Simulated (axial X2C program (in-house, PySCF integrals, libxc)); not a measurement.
Which molecule has these constants?

Calculated with an in-house relativistic program for diatomic molecules, spin-free (one-electron X2C) or two-component (2c: spin–orbit coupling with atomic mean-field Coulomb and Gaunt terms, which also bring small scalar terms), in Dyall basis sets with cores contracted in-house; open shells are unrestricted.

A two-component PBE0 calculation in a Dyall 3-zeta basis gave Re = 1.580 Å, ωe = 1180.1 cm⁻¹, Ω = 5/2.

Question: Which molecule is it?
A. MoC⁺
B. RuC⁺
C. TcC⁺
D. RbC⁺
E. ZrC⁺

Answer: B. The others have TcC⁺ 1.607 Å and 1112.4 cm⁻¹ (Ω = 1); MoC⁺ 1.619 Å and 1143.1 cm⁻¹ (Ω = 3/2); ZrC⁺ 1.746 Å and 982.2 cm⁻¹ (Ω = 1/2); RbC⁺ 3.343 Å and 107.1 cm⁻¹ (Ω = 2).

Each entry is the lowest single determinant of a limited PBE0 search at one distance. De goes to single-determinant-based atoms at the same level (for ions the charge split of lowest energy) and is withheld (n/a) where an atom does not fit its ground term or J level. Main or longest-lived isotopes. One determinant is a doubtful description, or other states lie close, for RuC⁺, TcC⁺, MoC⁺, ZrC⁺, RbC⁺; these need not be ground states, and all values refer to the states named. Some open-shell Ω = 0 determinants are out of reach, so the Ω given for TcC⁺, RbC⁺ need not be the lowest component. With several unpaired electrons the Ω given is that of one determinant, not necessarily of the lowest component. Some light 2c atoms are not at their ground J level, so De misses part of their lowering (0.04 eV or less). The functionals have no current term, which raises determinants with orbital currents. Where the atoms have a lower orbital projection than the molecule, De at mean-field level may be about a tenth of an eV too small.
